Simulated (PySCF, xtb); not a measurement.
Si(F)2(OH)(SeH) (F₂H₂OSeSi), SMILES O[Si](F)(F)[SeH]. Atoms are numbered in the order given.

```xyz
7

O     -1.0267     1.5822     0.9843
Si    -0.7429     0.0834     0.3897
F     -1.8471    -0.3505    -0.7011
F     -0.9048    -0.9009     1.6487
Se     1.2422    -0.1545    -0.6698
H     -0.8321     2.3340     0.4121
H      1.9781     0.3577     0.5037
```
Charge 0, spin multiplicity 1.

Coordinates come from a B3LYP-D3(BJ)/def2-SVP optimisation. The structure was generated by enumeration, and PubChem lists no compound with its InChIKey, so it may never have been made. One conformer was computed; it need not be the lowest.

The numbers are results of C-PCM-B3LYP/def2-SVP run with PySCF 2.14.0, not measurements.

The values are the electrostatic part of the solvation free energy, E(continuum) − E(gas) at the gas-phase geometry, in a cavity of scaled van der Waals radii (PySCF's table); cavitation and dispersion terms are not included. In vacuum the orbital gap is 7.05 eV. The dipole moment in vacuum is 2.71 D.

Computed values in water (ε = 78.36), dichloromethane (ε = 8.93), acetonitrile (ε = 35.69):
```
solvent              ε  ΔG(elec) (kcal/mol)  dipole (D)  gap (eV)
---------------  -----  -------------------  ----------  --------
water            78.36                 -6.6        3.35      7.28
dichloromethane   8.93                 -5.8        3.27      7.25
acetonitrile     35.69                 -6.4        3.34      7.27
```

For comparison, GFN2-xTB/ALPB(water) (xtb, at the GFN2-xTB geometry, all terms of that model) gives -6.3 kcal/mol.
